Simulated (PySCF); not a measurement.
Estimate the missing entries of this data sheet.

Species: C₆H₁₈BN.
SMILES: `[BH3-][N@H+](C)C(CC)CC`

Conformer (atom-mapped SMILES and torsion angles): `[BH3-:1][N@H+:2]([CH3:3])[CH:4]([CH2:5][CH3:6])[CH2:7][CH3:8]`: B1–N2–C4–C5 -162°, N2–C4–C5–C6 55°, N2–C4–C7–C8 -159°.

```json
{"property": "point group", "level": "PBE0-D3(BJ)/def2-SVP", "value": "C1"}
{"property": "rotational constants A, B, C", "level": "PBE0-D3(BJ)/def2-SVP", "value": "1.855, 1.667, 1.111 GHz"}
{"property": "dipole moment", "level": "CAM-B3LYP/def2-SVPD", "value": "5.40 D"}
{"property": "HOMO energy", "level": "CAM-B3LYP/def2-SVPD", "value": "-8.97 eV"}
{"property": "LUMO energy", "level": "CAM-B3LYP/def2-SVPD", "value": "0.91 eV"}
{"property": "lowest singlet excitation", "level": "TDDFT CAM-B3LYP/def2-SVPD", "value": "7.29 eV (170 nm, f = 0.031)"}
{"property": "strongest line among the 10 lowest singlet transitions", "level": "TDDFT CAM-B3LYP/def2-SVPD", "value": "?"}
{"property": "lowest triplet excitation (Tamm–Dancoff)", "level": "TDA CAM-B3LYP/def2-SVPD", "value": "?"}
{"property": "static isotropic polarisability", "level": "CAM-B3LYP/def2-SVPD", "value": "?"}
{"property": "vertical ionisation energy", "level": "ΔSCF CAM-B3LYP/def2-SVPD", "value": "9.93 eV"}
{"property": "electronic spatial extent ⟨r²⟩ about the centre of nuclear charge", "level": "CAM-B3LYP/def2-SVPD", "value": "?"}
{"property": "13C chemical shifts (computed TMS as zero) by class", "level": "GIAO HF/pcSseg-1", "value": "57.1 (1 C), 29.6 (1 C), 21.0 (1 C), 19.1 (1 C), 12.9 (1 C), 11.3 (1 C) ppm"}
{"property": "1H chemical shifts (computed TMS as zero) by class", "level": "GIAO HF/pcSseg-1", "value": "2.30 (1 H), 2.16 (1 H), 2.06 (3 H), 2.05 (1 H), 1.79 (3 H), 1.31 (1 H), 1.00 (3 H), 0.94 (3 H), 0.89 (1 H), 0.48 (1 H) ppm"}
{"property": "isotropic shieldings of nuclei other than C and H, by class", "level": "GIAO HF/pcSseg-1", "value": "?"}
```

The electronic properties come from PySCF, for the isolated species, density fitting. Isolated species at its PBE0-D3(BJ)/def2-SVP geometry (one conformer only). NMR classes are plain means over equivalent atoms (diastereotopic ones count apart unless rotation or inversion swaps them), as if these changed places fast; in this geometry the members of some classes differ.

(1) Give the electronic spatial extent ⟨r²⟩ about the centre of nuclear charge.

(2) What is the strongest line among the 10 lowest singlet transitions?

(3) Give the isotropic shieldings of nuclei other than C and H, by class.

(4) What is the lowest triplet excitation (Tamm–Dancoff)?

(5) The static isotropic polarisability?

Answers

(1) 1283 bohr².

(2) S4 at 8.17 eV (152 nm, f = 0.035).

(3) 128 (1 B), 227 (1 N) ppm.

(4) 7.11 eV.

(5) 100.3 au.

In wavenumbers S1 is 58800 cm⁻¹ (1 eV = 8065.54 cm⁻¹). The polarisability is 14.86 Å³ as a volume (1 au = 0.148185 Å³), or 1.52 au for each of the 66 electrons. The rotational constants make it an asymmetric top with κ = (2B − A − C)/(A − C) = 0.49, nearer the oblate limit (+1). With B = h/(8π²I), that is 505.379 GHz u Å² over I, the principal moments of inertia are 272.5, 303.2 and 454.8 u Å² (most abundant isotopes); the inertial defect Ic − Ia − Ib is -120.9 u Å² (zero for a rigid planar frame, negative otherwise). The ΔSCF ionisation energy exceeds −ε(HOMO) by 0.96 eV with CAM-B3LYP.
